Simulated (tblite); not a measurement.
Species: C₆H₁₁S (doublet state).
Geometry (GFN2-xTB, Å), atoms numbered from 1 in this order:
```xyz
18
C6H11S angstrom
C     -1.7167   -0.3222    1.5570
C     -1.5891   -0.1789    0.1942
C     -2.6632    0.1049   -0.6178
C     -0.2176   -0.2925   -0.4276
C      0.4459    1.0805   -0.4506
S      2.0664    1.0835   -1.2845
C      3.0669    0.1935   -0.0584
H     -2.6730   -0.2237    2.0381
H     -0.8713   -0.5451    2.1826
H     -3.6511    0.2221   -0.2108
H     -2.5499    0.2121   -1.6808
H     -0.2955   -0.6655   -1.4499
H      0.3938   -0.9884    0.1493
H      0.5864    1.4691    0.5591
H     -0.1610    1.7852   -1.0189
H      2.7801   -0.8537   -0.0276
H      4.0991    0.2806   -0.3805
H      2.9409    0.6584    0.9153
```

All values are computed: GFN2-xTB (tblite) harmonic vibrations without scaling, gas phase. Against measured fundamentals such values can be off by several per cent, at times by over 20. One conformer, not necessarily the lowest. Open shells enter through the occupations alone, without spin polarisation, and single modes of such species can be off by tens of per cent.

Harmonic wavenumbers (cm⁻¹): 34.8, 46.2, 83.3, 142.8, 167.8, 221.0, 299.5, 404.0, 437.8, 510.8, 516.7, 556.9, 722.3, 754.9, 761.8, 768.3, 771.3, 911.7, 916.6, 941.3, 946.2, 1012.5, 1028.5, 1056.6, 1113.9, 1218.4, 1246.1, 1304.5, 1317.0, 1359.6, 1373.3, 1443.5, 1449.2, 1458.5, 1470.7, 1482.4, 1488.3, 2966.7, 2984.9, 2996.6, 3002.3, 3022.6, 3026.5, 3063.6, 3115.8, 3122.0, 3149.2, 3158.7.

A = 4921, B = 982.0, C = 874.7 MHz; mass 115.058 u (most abundant isotopes); point group C1, symmetry number 1; spin multiplicity 2.

Question: Zero-point energy?

Answer: ½Σν̃ = 32674 cm⁻¹ = 390.87 kJ/mol.

Question: What is S at 273.15 K and 1 bar for an ideal gas of classical rigid rotors and harmonic oscillators?

Answer: Translation 166.22, rotation 119.08, vibration 110.62, spin (R ln 2) 5.76: S = 401.7 J/(mol K).

Question: And Cp and H(273.15 K) − H(0)?

Answer: Cp = 139.50 J/(mol K), of which vibrations give 106.24 (their classical limit is 48 R = 399.1); H(273.15 K) − H(0) = 24.07 kJ/mol without the zero-point energy, 14.99 from vibrations.

Question: How do the functions run with temperature in this model?

Answer: 
```json
{"T (K)": "150", "S (J/(mol K))": "333.8", "Cp (J/(mol K))": "92.8", "H − H(0) (kJ/mol)": "9.85", "G − H(0) (kJ/mol)": "-40.23", "ln q(vib)": "3.65"}
{"T (K)": "250", "S (J/(mol K))": "389.7", "Cp (J/(mol K))": "130.2", "H − H(0) (kJ/mol)": "20.95", "G − H(0) (kJ/mol)": "-76.49", "ln q(vib)": "6.14"}
{"T (K)": "298.15", "S (J/(mol K))": "414.3", "Cp (J/(mol K))": "149.6", "H − H(0) (kJ/mol)": "27.68", "G − H(0) (kJ/mol)": "-95.85", "ln q(vib)": "7.31"}
{"T (K)": "400", "S (J/(mol K))": "463.8", "Cp (J/(mol K))": "188.6", "H − H(0) (kJ/mol)": "44.94", "G − H(0) (kJ/mol)": "-140.59", "ln q(vib)": "9.74"}
{"T (K)": "600", "S (J/(mol K))": "552.4", "Cp (J/(mol K))": "248.3", "H − H(0) (kJ/mol)": "89.01", "G − H(0) (kJ/mol)": "-242.41", "ln q(vib)": "14.44"}
{"T (K)": "900", "S (J/(mol K))": "664.8", "Cp (J/(mol K))": "305.8", "H − H(0) (kJ/mol)": "172.82", "G − H(0) (kJ/mol)": "-425.54", "ln q(vib)": "21.09"}
```

q(vib) and H(0) count from the zero-point level.

Question: What must be added to the electronic energy to get the Gibbs energy at 273.15 K and 1 bar?

Answer: ZPE + [H(273.15 K) − H(0)] − T·S = 390.87 + 24.07 − 109.72 = 305.22 kJ/mol.

Question: Blend soft modes into free rotors: weight 1/[1 + (100 cm⁻¹/ν̃)⁴] for the oscillator and the rest for a rotor with moment μB/(μ + B), μ = h/(8π²ν), B = 10⁻⁴⁴ kg m². What vibrational entropy results?

Answer: 97.14 J/(mol K) in place of 110.62, which changes −T·S at 273.15 K by +3.68 kJ/mol.

Hindered rotation and anharmonicity are outside this model. Other conformers, if any are populated, would add a mixing term that is left out. The structure is chiral; the term R ln 2 for an equal mix with its mirror image is left out.
